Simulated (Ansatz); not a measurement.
C₄H₁₂SiTe (SMILES CC(C)(C)[Te][SiH3]), singlet, geometry from GFN2-xTB (all electrons, no relativity), with bond 11-4 at 1.8 times its length; CASSCF(6,6)/STO-3G (Ansatz, a program for electronic structure).

Here is a job for Ansatz.
Ansatz 0.2 input:
```yaml
crystal:
  periodic: [false, false, false]
  atoms:
    - {symbol: Te, position_ang: [0.09534272, 0.32656920, 0.83480871]}
    - {symbol: C, position_ang: [-0.02641405, -1.33808744, -0.60404120]}
    - {symbol: C, position_ang: [-0.04603012, -2.62274315, 0.20598003]}
    - {symbol: C, position_ang: [-1.29866585, -1.22375985, -1.42421094]}
    - {symbol: C, position_ang: [1.18824803, -1.31958797, -1.51444721]}
    - {symbol: H, position_ang: [-0.09504300, -3.48653413, -0.45805745]}
    - {symbol: H, position_ang: [-0.91028278, -2.65267837, 0.86631844]}
    - {symbol: H, position_ang: [0.85235065, -2.71289727, 0.81317978]}
    - {symbol: H, position_ang: [-2.17709977, -1.20186916, -0.78176789]}
    - {symbol: H, position_ang: [-1.29165273, -0.32206856, -2.03405760]}
    - {symbol: H, position_ang: [-1.46445519, -2.76873445, -2.62626071]}
    - {symbol: H, position_ang: [1.22766523, -0.40229647, -2.09862395]}
    - {symbol: H, position_ang: [2.10729709, -1.40347768, -0.93753150]}
    - {symbol: H, position_ang: [1.14811843, -2.15968702, -2.20985118]}
    - {symbol: Si, position_ang: [-0.18720409, 2.19166619, -0.79546561]}
    - {symbol: H, position_ang: [0.10224696, 3.40772878, -0.04778155]}
    - {symbol: H, position_ang: [-1.54330304, 2.28390139, -1.34134407]}
    - {symbol: H, position_ang: [0.73068164, 2.09210295, -1.93168488]}
basis:
  gaussian:
    orbitals: STO-3G
hamiltonian:
  xc: hf
magnetization: {spin_polarized: false}
correlation: {active_space: {window: {electrons: 6, orbitals: 6}}}
```

It wrote (shortened):

```
Functional definition: HF
844 factors; integrals over basis functions are off by at most 3.6e-5 eV
mean field evaluation 1: about -190182.3731 eV, gradient 2.3e1 eV
mean field evaluation 2: about -190182.5975 eV, gradient 2.3e1 eV
mean field evaluation 4: about -190185.2247 eV, gradient 2.2e0 eV
mean field evaluation 8: about -190185.2488 eV, gradient 7.1e-5 eV
mean field -190185.24876935 eV, -6989.1789800819 hartree, gradient 7.3e-7 eV, S^2 0.000000; 0 other end points of the search recorded, 0 dependent functions left out
reference -190185.24876935 eV, -6989.1789800819 hartree; 51, 51 occupied and 17, 17 virtual orbitals, 844 factors
state -190188.68828737 eV, -6989.3053800377 hartree
Total energy: -190188.68828737 eV, -6989.3053800377 hartree
```
